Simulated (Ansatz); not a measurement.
System: CH₃Si, charge 0, doublet. CH3Si (SMILES [Si]C, doublet).
B3LYP-D3(BJ)/def2-TZVP minimum from Ansatz (an electronic-structure program):
```
C
H 1 1.0932
H 1 1.0932 2 109.47
H 1 1.1026 2 106.58 3 -114.91
Si 1 1.8983 2 114.66 4 -114.60
```
Charge 0, spin multiplicity 2.

Total energies in hartree (Ansatz). UHF or UKS for unpaired electrons; spin-orbit terms are left out. Cores are frozen in correlated methods. No relativity. For partners of very few electrons the exact lower level stands in for a higher one. The UHF reference of CH3Si (C[Si], doublet) is spin-contaminated (<S^2> up to 0.04 over the pure value in the sets run).

```tsv
species	HF/cc-pV(T+d)Z	CCSD(T)/cc-pV(T+d)Z	HF/cc-pV(Q+d)Z	CCSD(T)/cc-pV(Q+d)Z	CCSDT(Q)/cc-pV(T+d)Z
1: CH3Si (SMILES C[Si], doublet)	-328.50079	-328.80231	-328.50575	-328.82137	-328.80377
2: C (triplet)	-37.69157	-37.78076	-37.69331	-37.78654	-37.78126
3: Si (triplet)	-288.85649	-288.93344	-288.85845	-288.93781	-288.93426
4: H (doublet)	-0.49981	-0.49981	-0.49995	-0.49995	-0.49981
```

### Question
Work out the atomisation energy (electronic, to ground-state atoms) in kJ/mol: take Hartree-Fock from cc-pV(Q+d)Z, extrapolate the CCSD(T) correlation energy as X^-3 (X = 3, 4), and add CCSDT(Q) - CCSD(T) in cc-pV(T+d)Z. 1 hartree = 2625.5 kJ/mol.

### Answer

Species 1: correlation (64·(-0.31562) - 27·(-0.30152))/37 = -0.32591; step -0.00146; E1 = -328.50575 + (-0.32591) + (-0.00146) = -328.83312
Species 2: correlation (64·(-0.09323) - 27·(-0.08919))/37 = -0.09618; step -0.00050; E2 = -37.69331 + (-0.09618) + (-0.00050) = -37.78999
Species 3: correlation (64·(-0.07936) - 27·(-0.07695))/37 = -0.08112; step -0.00082; E3 = -288.85845 + (-0.08112) + (-0.00082) = -288.94039
Species 4: correlation (64·(0.00000) - 27·(0.00000))/37 = 0.00000; step +0.00000; E4 = -0.49995 + (0.00000) + (+0.00000) = -0.49995
-1·E1 +1·E2 +1·E3 +3·E4 = 0.60289 hartree = 1582.9 kJ/mol.
